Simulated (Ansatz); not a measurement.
The multiplicity is imposed and other spin states were not computed.

Method: frozen-core CCSD(T)/def2-TZVPP // TPSS-D3(BJ)/def2-SVP (Ansatz, a first-principles code).

Ansatz 0.2 input:
```yaml
crystal:
  periodic: [false, false, false]
  atoms:
    - { symbol: Cu, position_ang: [0.015843, 0.016523, 0.031319] }
    - { symbol: C, position_ang: [-0.025582, -0.479573, -1.990555] }
    - { symbol: C, position_ang: [-1.208417, -0.867405, -1.400632] }
    - { symbol: H, position_ang: [0.062646, 0.479588, -2.5167] }
    - { symbol: H, position_ang: [0.804771, -1.184977, -2.12315] }
    - { symbol: H, position_ang: [-1.358727, -1.894402, -1.043813] }
    - { symbol: H, position_ang: [-2.101097, -0.229895, -1.437439] }
    - { symbol: C, position_ang: [0.631823, 0.692714, 1.731263] }
    - { symbol: H, position_ang: [1.739986, 0.712327, 1.771107] }
    - { symbol: H, position_ang: [0.292641, 0.047764, 2.567004] }
    - { symbol: H, position_ang: [0.275122, 1.720853, 1.937823] }
basis:
  gaussian: { orbitals: def2-TZVPP }
correlation:
  method: ccsd_t
```

Output:

```
Functional definition: HF
1548 factors; integrals over basis functions are off by at most 1.3e-3 eV
mean field evaluation 1: about -47792.9545 eV, gradient 6.6e1 eV
mean field evaluation 2: about -47793.1239 eV, gradient 6.6e1 eV
mean field evaluation 4: about -47799.1278 eV, gradient 7.5e0 eV
mean field evaluation 8: about -47799.3097 eV, gradient 6.1e-1 eV
mean field evaluation 16: about -47799.3117 eV, gradient 1.2e-6 eV
mean field -47799.31165046 eV, -1756.5923036173 hartree, gradient 1.2e-6 eV, S^2 0.000000; 0 other end points of the search recorded, 0 dependent functions left out
8 core orbitals not correlated
reference -47799.31165046 eV, -1756.5923036173 hartree; 19, 19 occupied and 228, 228 virtual orbitals, 1548 factors
second order -39.35854269 eV of doubles, -0.00000000 eV of singles
cycle   1  -33.76792777 eV  change     5.6e0 eV  update   3.2e-1
cycle   2  -36.06109815 eV  change    -2.3e0 eV  update   3.1e-1
cycle   3  -36.63543072 eV  change   -5.7e-1 eV  update   6.8e-2
cycle   4  -36.69087828 eV  change   -5.5e-2 eV  update   3.8e-2
cycle   5  -36.62063751 eV  change    7.0e-2 eV  update   2.0e-2
cycle   6  -36.61819979 eV  change    2.4e-3 eV  update   8.5e-3
cycle   7  -36.62649126 eV  change   -8.3e-3 eV  update   4.9e-3
cycle   8  -36.62278420 eV  change    3.7e-3 eV  update   2.5e-3
cycle   9  -36.61990164 eV  change    2.9e-3 eV  update   1.1e-3
cycle  10  -36.62191227 eV  change   -2.0e-3 eV  update   7.2e-4
cycle  11  -36.62312467 eV  change   -1.2e-3 eV  update   3.0e-4
cycle  12  -36.62276049 eV  change    3.6e-4 eV  update   2.0e-4
cycle  13  -36.62238426 eV  change    3.8e-4 eV  update   9.6e-5
cycle  14  -36.62257381 eV  change   -1.9e-4 eV  update   3.4e-5
cycle  15  -36.62249897 eV  change    7.5e-5 eV  update   1.9e-5
cycle  16  -36.62245796 eV  change    4.1e-5 eV  update   7.7e-6
perturbative correction -1.48849389 eV, -0.0547011415 hartree
Total energy: -47837.42260231 eV, -1757.9928552652 hartree
```

Cost: very roughly 28 core-minutes.
